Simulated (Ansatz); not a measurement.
Consider the formal hydrolysis of a Ge–O bond: `C[O][GeH]([F])[SH]` + H₂O → `[OH][GeH]([F])[SH]` + CH₃OH.

Calculated with Ansatz (gas phase, PBE0-D4/def2-TZVP geometries, no zero-point term in ΔE). CCSD(T)/CBS adds triple-zeta CCSD(T) − MP2 to the extrapolated MP2 energy (def2 sets, frozen cores). This one scheme is used for every species. For Ge outer-core shells are correlated without core-valence functions, which leaves a few kJ/mol of doubt a bond. Scalar relativity is left out up to krypton. One conformer a species, not always the lowest.

```tsv
species	HF/def2-QZVPP energy (Eh)
`C[O][GeH]([F])[SH]`	-2688.23483
H₂O	-76.06663
`[OH][GeH]([F])[SH]`	-2649.20297
CH₃OH	-115.10098
```

Work out ΔE.

ΔE = (-2649.20297) + (-115.10098) − (-2688.23483) − (-76.06663) = -0.00249 Eh = -6.5 kJ/mol. CCSD(T)/CBS gives +4.8 kJ/mol.

Largest T1 diagnostic among the species: 0.012.

The D4 term adds +6.4 kJ/mol with B3LYP and +3.7 kJ/mol with PBE0; it sums over pairs of atoms, weighted by their polarisabilities, and B3LYP, whose exchange is more repulsive, gets the larger term. In def2-TZVPP, CCSD(T) changes the Hartree–Fock value by +9.5 kJ/mol (the triples alone add +1.6 kJ/mol) and MP2 by +10.9 kJ/mol.

B3LYP here is the variant with VWN-RPA as its local correlation; programs differ in this.
